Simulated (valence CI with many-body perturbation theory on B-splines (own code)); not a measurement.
# Energy levels of Br30+

Calculated by configuration interaction combined with many-body perturbation theory (CI+MBPT): three valence electrons over a frozen Dirac-Fock core [He], a basis of 11 s, 11 p, 9 d, 7 f, 5 g, 2 h, 1 i functions for each j, with the one-electron correlation potential Σ1 (screened to all orders), the two-electron term Σ2, the three-electron term Σ3, Breit, model QED; selected single and double excitations, second order for the rest (own B-spline code, finite nucleus).

The last digits are not significant, and no measured levels were compared; by estimate large intervals hold to a few tenths of a per cent, small ones and those within an open d or f shell to about a per cent.

Levels 46 to 90 of 94, with energies above the lowest level, (2s^2 2p1/2) J=1/2. "Leading %" is the weight of the configuration and term that name the level; weights of strongly mixed levels are sums over their largest components and can fall short. In the jj column 3d3/2^4 stands for four electrons in 3d with j = 3/2. Lifetimes count E1, E2, E3, M1 and M2 decay at the calculated energies, and are blank where another channel may lead or the interval is too uncertain; long ones can be off by a factor of two.

```tsv
No.	Configuration	Term	J	E (eV)	Leading %	g	Lifetime	Leading jj
46	2s.2p.3s	2P°	3/2	2136.8	82	1.305	125 fs	2s 2p3/2 3s (81 %)
47	2s.2p.3p	2D	5/2	2144.4	57	1.358	46.4 fs	2s 2p3/2 3p3/2 (95 %)
48	2s.2p.3p	2S	1/2	2147.0	61	1.674	34.0 fs	2s 2p3/2 3p3/2 (91 %)
49	2p2.3s	4P	1/2	2154.9	58	2.116	121 fs	2p1/2^2 3s (86 %)
50	2s.2p.3d	4F°	9/2	2160.2	100	1.329	914 ps	2s 2p3/2 3d5/2 (100 %)
51	2s.2p.3d	4D°	7/2	2163.3	60	1.345	13.9 fs	2s 2p3/2 3d3/2 (51 %)
52	2s.2p.3d	4D°	5/2	2163.6	52	1.283	13.0 fs	2s 2p3/2 3d3/2 (95 %)
53	2s.2p.3d	4P°	3/2	2165.4	55	1.464	12.5 fs	2s 2p3/2 3d3/2 (94 %)
54	2s.2p.3d	4P°	1/2	2166.2	88	2.376	14.6 fs	2s 2p3/2 3d3/2 (96 %)
55	2s.2p.3p	2P	1/2	2167.4	67	1.068	70.4 fs	2s 2p3/2 3p1/2 (84 %)
56	2s.2p.3p	2D	3/2	2168.2	68	0.957	132 fs	2s 2p3/2 3p1/2 (88 %)
57	2s.2p.3d	2D°	5/2	2171.4	45	1.260	18.7 fs	2s 2p3/2 3d5/2 (96 %)
58	2s.2p.3d	2P°	3/2	2176.3	46	1.172	19.6 fs	2s 2p3/2 3d5/2 (88 %)
59	2p2.3p	4D°	1/2	2179.1	46	0.671	65.0 fs	2p1/2^2 3p1/2 (91 %)
60	2s.2p.3p	2D	5/2	2179.2	84	1.227	164 fs	2s 2p3/2 3p3/2 (84 %)
61	2s.2p.3d	2F°	7/2	2181.3	91	1.163	11.0 fs	2s 2p3/2 3d5/2 (54 %)
62	2s.2p.3p	2P	3/2	2182.9	57	1.216	105 fs	2s 2p3/2 3p3/2 (80 %)
63	2s.2p.3d	2P°	1/2	2185.7	88	0.662	14.3 fs	2s 2p3/2 3d5/2 (94 %)
64	2s.2p.3p	2S	1/2	2189.2	72	1.823	436 fs	2s 2p3/2 3p3/2 (84 %)
65	2p2.3s	4P	3/2	2194.9	88	1.668	152 fs	2p1/2 2p3/2 3s (92 %)
66	2p2.3p	4D°	3/2	2198.8	36	1.337	58.6 fs	2p1/2^2 3p3/2 (87 %)
67	2p2.3s	2P	1/2	2202.9	67	1.125	78.1 fs	2p1/2 2p3/2 3s (87 %)
68	2p2.3s	4P	5/2	2205.3	52	1.403	95.6 fs	2p1/2 2p3/2 3s (88 %)
69	2s.2p.3d	2F°	5/2	2208.8	78	0.909	12.7 fs	2s 2p3/2 3d3/2 (87 %)
70	2s.2p.3d	2F°	7/2	2209.8	88	1.157	26.4 fs	2s 2p3/2 3d5/2 (87 %)
71	2s.2p.3d	2D°	3/2	2210.2	84	0.851	11.3 fs	2s 2p3/2 3d3/2 (82 %)
72	2p2.3s	2D	3/2	2211.2	53	1.036	80.5 fs	2p1/2 2p3/2 3s (90 %)
73	2s.2p.3d	2P°	1/2	2215.1	89	0.652	15.9 fs	2s 2p3/2 3d3/2 (85 %)
74	2s.2p.3d	2D°	5/2	2215.8	79	1.156	10.8 fs	2s 2p3/2 3d5/2 (91 %)
75	2p2.3p	4P°	1/2	2218.7	36	1.611	60.4 fs	2p1/2 2p3/2 3p1/2 (93 %)
76	2s.2p.3d	2P°	3/2	2219.4	85	1.312	16.0 fs	2s 2p3/2 3d5/2 (79 %)
77	2p2.3d	4F	3/2	2219.8	47	0.744	96.4 fs	2p1/2^2 3d3/2 (93 %)
78	2p2.3p	4D°	3/2	2223.1	42	1.159	57.2 fs	2p1/2 2p3/2 3p1/2 (88 %)
79	2p2.3d	4F	5/2	2229.1	28	1.193	29.3 fs	2p1/2^2 3d5/2 (88 %)
80	2p2.3p	4D°	5/2	2230.2	32	1.162	87.8 fs	2p1/2 2p3/2 3p1/2 (87 %)
81	2p2.3p	4D°	5/2	2236.0	46	1.423	56.9 fs	2p1/2 2p3/2 3p3/2 (97 %)
82	2p2.3p	4P°	1/2	2238.4	45	1.876	51.9 fs	2p1/2 2p3/2 3p3/2 (95 %)
83	2p2.3p	2D°	3/2	2241.2	51	1.245	50.1 fs	2p1/2 2p3/2 3p3/2 (88 %)
84	2p2.3p	2P°	3/2	2245.4	33	1.493	43.7 fs	2p1/2 2p3/2 3p1/2 (78 %)
85	2p2.3p	4D°	7/2	2245.7	53	1.290	70.7 fs	2p1/2 2p3/2 3p3/2 (93 %)
86	2p2.3p	2P°	3/2	2251.9	54	1.324	44.7 fs	2p1/2 2p3/2 3p3/2 (92 %)
87	2p2.3p	2D°	5/2	2256.3	38	1.179	53.9 fs	2p1/2 2p3/2 3p3/2 (87 %)
88	2p2.3s	2D	5/2	2256.6	51	1.378	68.0 fs	2p3/2^2 3s (91 %)
89	2p2.3d	4F	3/2	2260.3	34	0.983	57.6 fs	2p1/2 2p3/2 3d3/2 (82 %)
90	2p2.3d	4F	5/2	2261.5	51	0.982	132 fs	2p1/2 2p3/2 3d3/2 (93 %)
```
